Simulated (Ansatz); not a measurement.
`F[SiH](F)[O][GeH3]` and `F[SiH](F)[GeH3]` differ in one atom or group.

Ansatz, PBE0-D4/def2-TZVP geometries, multiplicity 1. Each molecule was computed in one conformer, which needn't be the lowest.

Scalar relativity is left out up to krypton.

```
                                        property  `F[SiH](F)[O][GeH3]`
               LUMO energy (PBE/def2-TZVPP) / eV                 -1.06
            HOMO–LUMO gap (PBE0/def2-TZVPP) / eV                  9.21
              LUMO energy (PBE0/def2-TZVPP) / eV                 -0.17
             LUMO energy (B3LYP/def2-TZVPP) / eV                 -0.42
size of the dipole moment (B3LYP/def2-TZVPP) / D                  2.17
         HOMO–LUMO gap (ωB97M-V/def2-TZVPP) / eV                 13.34
```

Give the same properties after the change, and the shifts. (Best estimate.)

Ansatz gave: 
```json
{"property": "LUMO energy (PBE/def2-TZVPP) / eV", "`F[SiH](F)[GeH3]`": "-1.08", "shift": "-0.02"}
{"property": "HOMO–LUMO gap (PBE0/def2-TZVPP) / eV", "`F[SiH](F)[GeH3]`": "8.28", "shift": "-0.93"}
{"property": "LUMO energy (PBE0/def2-TZVPP) / eV", "`F[SiH](F)[GeH3]`": "-0.24", "shift": "-0.07"}
{"property": "LUMO energy (B3LYP/def2-TZVPP) / eV", "`F[SiH](F)[GeH3]`": "-0.44", "shift": "-0.02"}
{"property": "size of the dipole moment (B3LYP/def2-TZVPP) / D", "`F[SiH](F)[GeH3]`": "1.56", "shift": "-0.61"}
{"property": "HOMO–LUMO gap (ωB97M-V/def2-TZVPP) / eV", "`F[SiH](F)[GeH3]`": "12.17", "shift": "-1.17"}
```

With PBE0 the HOMO rises by 0.86 eV and the LUMO falls by 0.07 eV, so the gap narrows by about 0.93 eV. PBE moves the HOMO by 0.58 eV and ωB97M-V by 1.11 eV. Dipoles are sizes alone; their direction can turn.

B3LYP here is the variant with VWN-RPA as its local correlation; programs differ in this.
